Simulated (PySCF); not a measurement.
Br3Sc. Atoms are numbered in the order given.

```xyz
4

Sc     0.0000     0.0000     0.0000
Br    -2.4252     0.0000     0.0000
Br     1.2126     2.1003     0.0000
Br     1.2126    -2.1003     0.0000
```
Charge 0, spin multiplicity 1.

Geometry optimised at B3LYP-D3(BJ)/def2-SVP.

Calculation: PBE/def2-TZVP run with PySCF.

Symmetry labels are those of the subgroup C2v that the program uses (full group D3h).

Computed valence orbital energies around the gap with their symmetry:
| orbital | symmetry | energy (eV) |
|---|---|---|
| HOMO−7 | A1 | -8.41 |
| HOMO−6 | B1 | -8.41 |
| HOMO−5 | B2 | -7.87 |
| HOMO−4 | A2 | -7.87 |
| HOMO−3 | B1 | -7.84 |
| HOMO−2 | A1 | -7.84 |
| HOMO−1 | B2 | -7.79 |
| HOMO | B1 | -7.33 |
| LUMO | A1 | -4.23 |
| LUMO+1 | A2 | -3.76 |
| LUMO+2 | B2 | -3.76 |
| LUMO+3 | B1 | -2.87 |
